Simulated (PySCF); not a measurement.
## IrSI2, doublet: data card

These are results of PySCF, UPBE0, basis Ir def2-SVP with ECP60, S def2-SVP, I def2-SVP with ECP28 (scalar-relativistic core potentials, no spin–orbit coupling, density fitting), not measurements.

The structure is a minimum.

```xyz
4
charge 0 multiplicity 2, angstrom
Ir   -0.5249    0.0000   -0.4610
S    -2.4639    0.0000   -1.1544
I    -0.5406    0.0000    2.0691
I     1.9590    0.0000   -1.0772
```

* Point group: Cs
* Bond lengths: Ir–I 2.530 Å, Ir–I 2.559 Å, Ir–S 2.059 Å
* Bond angles: I–Ir–I 104.3°, I–Ir–S 109.3°, I–Ir–S 146.4°
* Principal quadrupole moments (Buckingham, traceless) about the centre of mass: -4.15, 1.06, 3.08 D Å
* Spin squared ⟨S²⟩: 0.995
* Lowest empty level (α): -4.99 eV
* Dipole moment: 0.40 D
* Heat capacity Cp at 298.15 K: 78.0 J/(mol K)
* Entropy at 298.15 K and 1 bar (electronic part: spin only): 394.5 J/(mol K)
* Atomisation energy without zero-point energy: 832 kJ/mol
* Enthalpy at 298.15 K above 0 K: 19.30 kJ/mol
* Highest occupied level (α): -6.76 eV
* Rotational constants: 0.03367, 0.01613, 0.01091 cm⁻¹
* Principal polarisabilities: 61.0, 140.4, 175.4 bohr³
* Rotational symmetry number: 1
* Zero-point energy: 7.3 kJ/mol

Harmonic modes (masses in u: Ir 192.963, S 31.972, I 126.904):
| symmetry | ω (cm⁻¹) | IR (km/mol) | μ (u) |
| --- | --- | --- | --- |
| a' | 42 | 0.2 | 84.31 |
| a' | 77 | 0.0 | 45.22 |
| a'' | 152 | 1.0 | 54.92 |
| a' | 199 | 10.3 | 124.88 |
| a' | 216 | 14.2 | 149.23 |
| a' | 529 | 64.3 | 36.04 |

Charges (e):
```json
{"atom": "Ir1", "Mulliken": "0.13", "Löwdin": "-0.79", "polar tensor": "0.93", "spin (Mulliken)": "0.49", "Mayer order to Ir1": "–"}
{"atom": "S2", "Mulliken": "-0.04", "Löwdin": "0.33", "polar tensor": "-0.39", "spin (Mulliken)": "0.17", "Mayer order to Ir1": "1.96"}
{"atom": "I3", "Mulliken": "-0.03", "Löwdin": "0.26", "polar tensor": "-0.21", "spin (Mulliken)": "0.03", "Mayer order to Ir1": "1.10"}
{"atom": "I4", "Mulliken": "-0.06", "Löwdin": "0.20", "polar tensor": "-0.33", "spin (Mulliken)": "0.31", "Mayer order to Ir1": "1.07"}
```
Other Mayer orders above 0.3: S–I 0.37.

Mulliken populations on Ir1 (electrons outside its core potential): s 2.83, p 6.31, d 7.70, f 0.03.

Outer orbital energies (eV). α occupied: -9.53, -9.17, -8.97, -8.51, -8.22, -7.88, -7.22, -6.76; empty: -4.99, -4.02, 0.52, 0.69. β occupied: -10.59, -9.39, -9.00, -8.53, -8.35, -8.00, -7.57, -7.12; empty: -4.84, -4.39, -3.87, 0.68.

Formally Ir is in oxidation state +4, d5, with 1 unpaired electron (the high-spin count would be 5). The Mulliken spin on Ir is 0.49, so most of the spin sits on the ligands and the formal count fails. The polar-tensor charge on Ir, 0.93, is far below the formal one.

The determinant is spin-contaminated (⟨S²⟩ = 0.99, pure value 0.75). Only a few start shapes were tried, so a lower isomer may exist. With open d or f shells other occupations or spin states may lie lower. At this level a doublet minimum of C2v symmetry lies 52 kJ/mol below this structure. No spin–orbit coupling is included, which matters more the heavier the element.

The final relaxation and frequency run took about 7 core-minutes on a shared host.
